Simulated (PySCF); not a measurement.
## Relaxation of singlet VNCl₂

Level of theory: PBE/[V def2-SVP, N def2-SVP, Cl def2-SVP], no relativity, density fitting, PySCF. A (50,194) grid was used.

A hand-made T-shaped (ligand arrangement 2) start, of C2v symmetry, held to at least that symmetry:

Coordinates in bohr (charge 0 multiplicity 1):
```
V     0.0000    0.0000   -0.4171
N     0.0000    0.0000    2.8332
Cl    4.4004    0.0000   -0.2635
Cl   -4.4004    0.0000   -0.2635
```

(1) What forces act on the atoms at the start (eV/Å)?

(2) What does it relax to?

(3) How much energy is released, and in how many steps?

Answers

(1) 
```csv
atom,Fx,Fy,Fz
V1,0.00,0.00,9.23
N2,0.00,0.00,-6.93
Cl3,-0.87,0.00,-1.15
Cl4,0.87,0.00,-1.15
```

(2) It ends at C2v with V–Cl 2.192 Å (×2), V–N 1.526 Å; Cl–V–Cl 136.4°, Cl–V–N 111.8° (×2) (after a last refinement on a finer grid). A frequency run shows 1 imaginary mode, down to 78i cm⁻¹, so it is a saddle point. Other isomers or separated fragments may lie lower.

(3) 198.1 kJ/mol in 7 steps.

The relaxation took about 30 core-seconds on a shared host.
